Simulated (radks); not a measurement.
Values are calculated unless marked as measured or tabulated.
Question: Pd2+, 44 electrons, occupied as [Kr] 4d8. Code: a radial shooting solver on a logarithmic mesh with Libxc functionals. Model: scalar-relativistic Kohn-Sham, PBEsol, spin-unpolarised, spherical densities, finite nucleus; Fermi nuclear charge, rms radius 4.5318 fm. Some entries of the table are withheld. Estimate them.

orbital,occ.,eigenvalue (hartree),<r^2> (bohr^2),<r> (bohr)
1s,2,-888.4825,0.001372,0.03187
2s,2,-130.5301,0.02258,0.1384
2p,6,(1),0.01778,0.1207
3s,2,-24.28960,(2),0.3796
3p,6,-19.89161,0.1668,(3)
3d,10,-12.89986,0.1527,0.3577
4s,2,-4.05643,1.006,(4)
4p,6,-2.79409,1.223,1.033
4d,8,-1.00399,2.254,1.372

Answer: 
(1) 2p eigenvalue (hartree): -117.1493
(2) 3s <r^2> (bohr^2): 0.1648
(3) 3p <r> (bohr): 0.3789
(4) 4s <r> (bohr): 0.9423
